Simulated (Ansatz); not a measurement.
Abridged output of a molecular run in Ansatz:

```
Functional definition: HF
860 factors; integrals over basis functions are off by at most 1.2e-3 eV
mean field evaluation 1: about -18436.9080 eV, gradient 2.1e1 eV
mean field evaluation 2: about -18436.9150 eV, gradient 2.1e1 eV
mean field evaluation 4: about -18438.4694 eV, gradient 4.4e0 eV
mean field evaluation 8: about -18438.5279 eV, gradient 6.5e-4 eV
mean field -18438.52793041 eV, -677.6034033596 hartree, gradient 2.5e-6 eV, S^2 0.000000; 0 other end points of the search recorded, 0 dependent functions left out
12 core orbitals not correlated: weight in the atoms' cores, before any rotation towards them, 1.000 or more for the frozen orbitals, at most 0.000 for the correlated occupied ones
reference -18438.52793041 eV, -677.6034033596 hartree; 11, 11 occupied and 66, 66 virtual orbitals, 860 factors
second order -13.10494929 eV of doubles, -0.00000000 eV of singles
cycle   1  -13.80426328 eV  change   -7.0e-1 eV  update   1.1e-1
cycle   2  -14.32832596 eV  change   -5.2e-1 eV  update   3.4e-2
cycle   3  -14.43517303 eV  change   -1.1e-1 eV  update   1.8e-2
cycle   4  -14.42865497 eV  change    6.5e-3 eV  update   5.6e-3
cycle   5  -14.42995041 eV  change   -1.3e-3 eV  update   3.0e-3
cycle   6  -14.43019632 eV  change   -2.5e-4 eV  update   1.1e-3
cycle   7  -14.42975158 eV  change    4.4e-4 eV  update   5.8e-4
cycle   8  -14.42987780 eV  change   -1.3e-4 eV  update   2.5e-4
cycle   9  -14.42987284 eV  change    5.0e-6 eV  update   9.2e-5
cycle  10  -14.42984264 eV  change    3.0e-5 eV  update   3.4e-5
cycle  11  -14.42986428 eV  change   -2.2e-5 eV  update   1.7e-5
cycle  12  -14.42986739 eV  change   -3.1e-6 eV  update   7.3e-6
perturbative correction -0.52266439 eV, -0.0192075619 hartree
Total energy: -18453.48046219 eV, -678.1528987671 hartree
```

Its atoms:

Z-matrix (Å, degrees):
```
Al
N 1 1.944
P 1 2.394 2 47.6
H 1 1.583 2 114.0 3 -102.2
H 1 1.585 2 109.9 3 112.6
C 2 1.264 1 144.5 3 -138.7
H 3 1.426 1 81.3 2 -98.4
H 6 1.090 2 119.9 1 -39.7
H 6 1.092 2 121.5 1 140.4
```

Question: Which basis set was used?
A. def2-SVP
B. def2-TZVPP
C. def2-QZVPP
D. cc-pV(T+d)Z

Answer: A. It gives 89 functions.

Question: Write the keys of the input that set method, charge and spin (a neutral closed shell needs none for the last two).

Answer: 
```yaml
correlation: {method: ccsd_t}
```
